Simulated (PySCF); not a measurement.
Broadened absorption spectrum of GeH10SSi3

GeH10SSi3.
Geometry (PBE0-D3(BJ)/def2-SVP, Å), atoms numbered from 1 in this order:
```xyz
15
GeH10SSi3 angstrom
Si     2.300    1.026    0.031
S      1.418    0.041   -1.664
Si     0.508   -1.651   -0.671
Si    -1.083   -0.882    0.872
Ge    -2.208    0.952   -0.156
H      3.074    2.174   -0.517
H      3.205    0.098    0.773
H      1.251    1.523    0.970
H      1.554   -2.525   -0.054
H     -0.180   -2.403   -1.762
H     -2.052   -1.979    1.189
H     -0.430   -0.450    2.147
H     -3.467    1.327    0.648
H     -2.631    0.556   -1.582
H     -1.282    2.177   -0.231
```

Theory: PySCF 2.14.0, density-fitted response routines, TDDFT B3LYP/def2-SVPD, vertical, gas phase, core orbitals frozen in the response. The B3LYP/def2-SVPD calculation is non-relativistic and has no spin–orbit coupling, an omission that weighs most on germanium.

Computed states:

```tsv
state	E (eV)	f
S1	5.20	0.011
S2	5.63	0.0060
S3	5.78	0.0086
S4	6.15	0.015
S5	6.20	0.037
S6	6.30	0.026
S7	6.42	0.041
S8	6.46	0.0053
S9	6.60	0.022
S10	6.61	0.082
```

Broadening: Gaussians 0.5 eV wide at half height, area fixed by f = 4.319×10⁻⁹ ∫ε dν̃. The width is an assumption, not a result. The curve ends short of the highest state used, and states not computed would add to its high-energy end.

(1) What does the envelope look like, and where are its maxima?

(2) On this curve, what absorbance would a 10⁻³ mol/L sample give at 254 nm over a 1 cm path?

(3) Coming from long wavelengths, where does ε first pass 100 L mol⁻¹ cm⁻¹?

Answers

(1) 
λ (nm), ε (L mol⁻¹ cm⁻¹) and a bar:
```
    206.3       3311 ##############################
    209.4       2235 ####################
    212.5       1552 ##############
    215.7       1156 ##########
    218.8        937 ########
    222.0        793 #######
    225.1        703 ######
    228.2        658 ######
    231.4        647 ######
    234.5        647 ######
    237.6        631 ######
    240.8        581 #####
    243.9        498 #####
    247.0        396 ####
    250.2        289 ###
    253.3        198 ##
    256.4        127 #
    259.6         75 #
    262.7         42 
    265.8         23 
    269.0         11 
    272.1          5 
    275.2          3 
    278.4          1
```

Maxima: 234 nm (5.31 eV), ε about 650, made up of S1 (78%) and S2 (16%) (hardly more than a shoulder) (ε in L mol⁻¹ cm⁻¹; maxima over ε = 5, shares over 10%). At its high-energy end, 6.01 eV, the curve is still rising (ε about 3300, from S4, S5, S6 and S7).

(2) 254 nm is 4.881 eV, where ε is about 180 L mol⁻¹ cm⁻¹, so A = ε c l ≈ 0.18 (Beer–Lambert, with the gas-phase spectrum and the assumed width).

(3) At about 258 nm (4.81 eV), 0.40 eV below S1.

The vertical ionisation energy (ΔSCF) is 8.96 eV, 2.35 eV above S10.

One conformer stands for the species.
